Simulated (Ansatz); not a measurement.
A run of Ansatz (development build ahead of 0.2.0) on doublet ZnO(-) at this shape:

```tsv
atom	x (Å)	y (Å)	z (Å)
Zn	0.0000	0.0000	0.0000
O	0.0000	0.0000	1.7700
```

Its results:

```json
{
 "Converged": "yes",
 "Total energy": "-1853.88985 hartree",
 "Spin squared of the determinant": "0.760",
 "Stability test": "minimum"
}
```

Forces (eV/Å):
| atom | Fx | Fy | Fz |
| --- | --- | --- | --- |
| Zn1 | 0.000 | 0.000 | 0.176 |
| O2 | 0.000 | 0.000 | -0.176 |

(1) Which input gives this output? Name the method, the orbitals and the basis set, and write the input.

Results:

(1) PBE0 (unrestricted) in def2-SVP.

```yaml
crystal:
  periodic: [false, false, false]
  atoms:
    - { symbol: Zn, position_ang: [0.0, 0.0, 0.0] }
    - { symbol: O, position_ang: [0.0, 0.0, 1.77] }
basis:
  gaussian: { orbitals: def2-SVP }
total_charge: -1
magnetization:
  spin_polarized: true
  initial_magnetization: 1
hamiltonian:
  xc: pbe0
output:
  forces: true
```

Caution: no diffuse functions for an anion.
